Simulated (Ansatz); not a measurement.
A nudged elastic band was laid between two geometries of GeH4S2Se (8 atoms, charge 0, multiplicity 1).

Method: RKS PBE0-D4/def2-SVP (Ansatz).

```
movable images  : 7
climbing image  : yes
spring          : 5.0 eV/Å²
optimiser       : quadratic models (default)
start path      : IDPP
force threshold : 0.05 eV/Å
iteration limit : 55
end points      : relaxed
```

Image 0:

```xyz
8
Properties=species:S:1:pos:R:3
S -0.684 1.259 -1.351
Ge 0.270 0.426 0.480
S 2.329 -0.143 -0.120
Se -1.067 -1.312 1.340
H -1.940 1.110 -0.874
H 0.433 1.433 1.630
H 1.916 -0.870 -1.182
H -1.165 -1.960 0.022
```

Image 8:

```xyz
8
Properties=species:S:1:pos:R:3
S -0.755 1.442 -1.263
Ge 0.258 0.448 0.451
S 2.335 -0.243 0.069
Se -0.951 -1.470 1.085
H -0.872 0.300 -1.976
H 0.370 1.526 1.539
H 1.951 -1.234 -0.765
H -2.244 -0.825 0.804
```

(1) Which bonds break or form, and what moves?

(2) Give the energies along the band, and the barrier.

(3) What is the geometry of the highest image?

The band took 5 iterations and roughly 6 core-minutes.

Results:

(1) No bond is made or broken. The dihedral S3–Ge2–Se4–H8 goes from -70 to -162°.

(2) It converged. The highest image is number 4 of 0 to 8, 0.112 eV above the first end and 0.122 eV above the last; the last end lies 0.010 eV below the first. A vibrational analysis at the climbing image gives 2 clearly imaginary modes (269i, 119i cm⁻¹): a point of higher order, so a lower path passes nearby.

| image | path coordinate (Å) | energy (eV) | dihedral S3–Ge2–Se4–H8 (°) |
| --- | --- | --- | --- |
| 0 | 0.00 | 0.000 | -70 |
| 1 | 0.33 | 0.009 | -80 |
| 2 | 0.66 | 0.042 | -92 |
| 3 | 1.00 | 0.089 | -104 |
| 4 | 1.33 | 0.112 | -115 |
| 5 | 1.67 | 0.089 | -128 |
| 6 | 2.00 | 0.039 | -141 |
| 7 | 2.34 | 0.001 | -153 |
| 8 | 2.68 | -0.010 | -162 |

(3) 
```xyz
8
Properties=species:S:1:pos:R:3
S -0.687 1.391 -1.290
Ge 0.319 0.471 0.477
S 2.400 -0.156 0.007
Se -0.965 -1.326 1.320
H -1.634 0.436 -1.396
H 0.514 1.526 1.577
H 2.032 -1.061 -0.927
H -1.888 -1.339 0.176
```

Run time: 3.1 min on 2 threads of Arm Neoverse V1, with other jobs on the host, peak memory 0.34 GiB.
